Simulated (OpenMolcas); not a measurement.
# I5+: effect of the basis set

```json
{
  "Program": "OpenMolcas 26.06",
  "Method": "MS-CASPT2, IPEA 0.25 Eh, imaginary shift 0.1 Eh (closed shells correlated: 4d)",
  "Active space": "2 electrons in 8 orbitals (5s 5p 6s 6p)",
  "State averaging": "2S+1 = 3 even, 3 roots; 2S+1 = 1 even, 7 roots; 2S+1 = 3 odd, 3 roots; 2S+1 = 1 odd, 3 roots",
  "Spin-orbit coupling": "RASSI with atomic mean-field integrals over the reference wave functions, term energies averaged over their components"
}
```

A. ANO-RCC-VTZP [7s6p4d2f1g], DKH2, point nucleus; CASPT2 step of the order of 4 core-seconds
B. ANO-R2 [7s6p4d2f1g], X2C, finite nucleus; CASPT2 step of the order of 5 core-seconds
C. ANO-RCC-VQZP [8s7p5d3f2g], DKH2, point nucleus; CASPT2 step roughly 9 core-seconds
D. ANO-RCC [10s9p8d5f3g], DKH2, point nucleus; CASPT2 step about 19 core-seconds

Energies in cm⁻¹ above 5s² ¹S₀, the measured ground level; measured values from the list in Rauch et al., Astron. Astrophys. 606, A105 (2017).

```csv
Level,A,B,C,D,Measured
5s² ¹S₀,0.0,0.0,0.0,0.0,0.0
5s 5p ³P°₀,86680,85900,86590,86270,85666
5s 5p ³P°₁,90090,89160,89740,89500,89262
5s 5p ³P°₂,99690,98300,98500,98580,99685
5s 5p ¹P°₁,126390,124720,125140,124950,127424
5p² ³P₀,202360,200120,201570,200990,200085
5p² ³P₁,209900,207240,208340,208080,208474
5p² ¹D₂ [59 %],211070,208380,209360,209000,209432
5p² ³P₂ [59 %],223170,219950,220540,220580,221984
5p² ¹S₀,245480,242480,243150,242800,245658
```

Deviations, from unrounded energies. A percentage is the sum of absolute deviations over the sum of measured energies, with the sign that they share, or ± where signs differ.

```tsv
Against measurement	Levels	A	B	C	D
mean absolute deviation (cm-1)	9	1100	1300	1200	1200
other configurations (%)	9	±0.6	±0.8	±0.7	±0.7
```

A lies closest to measurement on these levels and B furthest from it. The largest miss of A in the table is 5p² ³P₀, by +2300 cm-1. The ranking rests on the paired levels alone, and a cruder setting can come out closer through cancelling errors.

Among A to D the level of the table that moves most is 5p² ³P₂ [59 %], by 3200 cm-1 (lowest in B, highest in A). Moves below CASPT2's spread within the term are not significant.

CASPT2 breaks the degeneracy within a term, and the mean is taken; among the terms shown or strongly mixed into the levels shown the widest spread is 180 cm-1 (5p² ¹D, A). Over all roots computed the reference weight is 0.88 to 0.95 in A, 0.88 to 0.95 in B, 0.88 to 0.95 in C, 0.88 to 0.95 in D; the roots of lowest weight are the least certain, and an intruder state may touch them. Active for correlation alone: 6p 6s; no level in the range computed is led by a configuration that fills them, so any true level of that kind is missing. The ¹D term of p² mixes with s d, which this space lacks. Measured partners are found by configuration, term and J. A level has none where our copy of the source lacks it or the pairing is in doubt (some pairs that miss far off the trend of their configuration count as doubtful), and it then counts in no deviation. Levels of configurations outside the active space are missing.

A share in square brackets marks a mixed level and gives the weight of the term that names it, the lowest over the columns. ° marks odd parity.
